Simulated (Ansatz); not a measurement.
Geometry optimisation, Ansatz, UKS B3LYP-D4/def2-mTZVP.

input.yaml

```yaml
crystal:
  periodic: [false, false, false]
  atoms:
    - { symbol: Ga, position_ang: [-0.006251, -0.686139, -0.428489] }
    - { symbol: H, position_ang: [0.009, -0.102072, 2.282253] }
    - { symbol: Cl, position_ang: [1.762455, 0.392612, -1.205829] }
    - { symbol: "N", position_ang: [-1.615715, -0.173996, -1.216033] }
    - { symbol: H, position_ang: [-2.481172, -0.432216, -0.754664] }
    - { symbol: H, position_ang: [-1.665899, 0.787957, -1.539475] }
    - { symbol: H, position_ang: [0.005282, 0.213855, 2.917237] }
magnetization:
  spin_polarized: true
  initial_magnetization: 1
basis:
  gaussian: { orbitals: def2-mTZVP }
hamiltonian:
  xc: b3lyp
  dispersion: d4
relax:
  f_tol: 0.03
  max_steps: 50
```

Launched with:

```bash
$ ansatz run input.yaml --threads 4 --pin off --max-ram 5120MiB --backend cpu --events-out ev --progress --plain --runs-dir out
```

**Question.** Where does it end, and by what steps?

**Answer.** The forces met the threshold. The force dipped under the threshold on the way, but the program's further checks kept it going. After 11 steps the energy has fallen by 0.039 eV; H2 moved furthest, 0.54 Å.

| step | energy less start (eV) | largest force component (eV/Å) | accepted |
| --- | --- | --- | --- |
| 0 | 0.0000 | 1.233 | yes |
| 1 | -0.0357 | 0.082 | yes |
| 2 | -0.0373 | 0.122 | yes |
| 3 | -0.0386 | 0.027 | yes |
| 4 | -0.0388 | 0.013 | yes |
| 5 | -0.0389 | 0.047 | yes |
| 6 | -0.0390 | 0.041 | yes |
| 7 | -0.0391 | 0.032 | yes |
| 8 | -0.0392 | 0.040 | yes |
| 9 | -0.0393 | 0.034 | yes |
| 10 | -0.0393 | 0.037 | yes |
| 11 | -0.0394 | 0.021 | yes |

```xyz
7
Properties=species:S:1:pos:R:3
Ga -0.022 -0.722 -0.637
H 0.129 -0.247 2.789
Cl 1.738 0.386 -1.384
N -1.643 -0.160 -1.363
H -2.501 -0.457 -0.912
H -1.701 0.823 -1.612
H 0.007 0.377 3.174
```

Whether the end is a true minimum wasn't checked by a vibrational analysis.

The run took 14 s on 4 threads of Intel(R) Xeon(R) 6975P-C (Granite Rapids) (shared host), peak memory 0.27 GiB.
